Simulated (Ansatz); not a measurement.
Species: dimethyl(methylsulfanyl)borane, C$_{3}$H$_{9}$BS, net charge 0, singlet state. 
Coordinates optimised at B3LYP-D3(BJ)/def2-TZVP (Ansatz, a quantum-chemistry and plane-wave program):
```
B
C 1 1.5706
H 2 1.0907 1 115.22
H 2 1.0958 3 108.17 1 123.04
H 2 1.0958 3 108.17 4 113.92
C 1 1.5724 2 121.91 3 180.00
H 6 1.0914 1 112.61 2 0.00
H 6 1.0948 7 107.77 1 123.19
H 6 1.0948 7 107.77 8 113.63
S 1 1.7923 2 116.05 3 0.00
C 10 1.8229 1 105.75 2 180.00
H 11 1.0879 10 110.80 1 -60.97
H 11 1.0879 12 109.65 10 -122.62
H 11 1.0880 12 109.13 13 -119.48
```
Charge 0, spin multiplicity 1.

Total electronic energies in hartree. Correlated levels leave the core frozen unless marked. Spin-orbit coupling is left out. No relativistic terms. CBS marks a two-point X^-3 extrapolation of the correlation energy; Hartree-Fock from the larger set. The bracket is a focal-point correction in the basis named.

| level | program | energy (Eh) |
|---|---|---|
| HF/cc-pVTZ | Ansatz | -541.17130 |
| HF/aug-cc-pV(Q+d)Z | Ansatz | -541.18595 |
| RI-HF/cc-pV(T+d)Z | Ansatz | -541.17320 |
| BLYP/def2-TZVPD | Ansatz | -542.79140 |
| revPBE-D4/def2-TZVPD | Ansatz + dftd4 | -542.80314 |
| B3LYP/def2-TZVPD | Ansatz | -542.91968 |
| PBE0-D4/def2-TZVP | Ansatz + dftd4 | -542.57128 |
| BHLYP/def2-TZVPD | Ansatz | -542.79418 |
| LC-wPBE-D4/def2-TZVPD | Ansatz + dftd4 | -542.69293 |
| wB97X-V/def2-TZVPD | Ansatz | -542.78950 |
| RPA@PBE/cc-pV(T+d)Z | Ansatz | -542.52425 |
| MP2/STO-3G | Ansatz | -535.28919 |
| RI-MP2/CBS(aug-cc-pV(T+d)Z,aug-cc-pV(Q+d)Z) | Ansatz | -542.0946 |
| SCS-MP2/6-31G* | Ansatz | -541.67588 |
| SCS-MP2/cc-pV(D+d)Z | Ansatz | -541.77401 |
| SCS-MP2/cc-pV(T+d)Z | Ansatz | -541.99427 |
| SCS-MP2/cc-pV(Q+d)Z | Ansatz | -542.06679 |
| CCSD/STO-3G | Ansatz | -535.35988 |
| CCSD/6-31G* | Ansatz | -541.74212 |
| CCSD/CBS(cc-pV(T+d)Z,cc-pV(Q+d)Z) | Ansatz | -542.1378 |
| CCSD(T)/cc-pV(Q+d)Z | Ansatz | -542.14585 |
| RI-MP2/CBS(cc-pV(T+d)Z,cc-pV(Q+d)Z)+[CCSD(T)-MP2]/cc-pV(T+d)Z | Ansatz | -542.1915 |
| CCSD(T)/CBS(cc-pV(T+d)Z,cc-pV(Q+d)Z) | Ansatz | -542.1812 |

Totals of different functionals don't rank their quality; only differences between species are comparable.
